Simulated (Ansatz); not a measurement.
Start from `F[SiH2][TeH]` and change one atom or group to get `F[SiH2][SnH3]`.

Ansatz, PBE0-D4/def2-TZVP geometries, multiplicity 1. 

Elements past krypton have def2 core potentials.

```csv
property,`F[SiH2][TeH]`
HOMO energy (ωB97M-V/def2-TZVPP) / eV,-8.97
size of the dipole moment (ωB97M-V/def2-TZVPP) / D,1.06
HOMO energy (PBE0/def2-TZVPP) / eV,-6.90
size of the dipole moment (PBE/def2-TZVPP) / D,1.03
LUMO energy (ωB97M-V/def2-TZVPP) / eV,1.02
HOMO–LUMO gap (ωB97M-V/def2-TZVPP) / eV,10.00
```

Question: Give the same properties after the change, and the shifts. (Best estimate.)

Answer: Computed: 
| property | `F[SiH2][SnH3]` | shift |
| --- | --- | --- |
| HOMO energy (ωB97M-V/def2-TZVPP) / eV | -10.04 | -1.07 |
| size of the dipole moment (ωB97M-V/def2-TZVPP) / D | 1.11 | 0.05 |
| HOMO energy (PBE0/def2-TZVPP) / eV | -8.03 | -1.13 |
| size of the dipole moment (PBE/def2-TZVPP) / D | 1.03 | 0.00 |
| LUMO energy (ωB97M-V/def2-TZVPP) / eV | 0.97 | -0.05 |
| HOMO–LUMO gap (ωB97M-V/def2-TZVPP) / eV | 11.00 | 1.00 |

With PBE0 the HOMO falls by 1.13 eV and the LUMO rises by 0.08 eV, so the gap widens by about 1.21 eV. PBE moves the HOMO by -1.05 eV and ωB97M-V by -1.07 eV. The zero-point energy changes by 34.1 kJ/mol with +6 modes. Dipoles are sizes alone; their direction can turn.

Spin–orbit coupling is left out; it splits and shifts lone-pair levels of the heavy atoms by tenths of an eV.
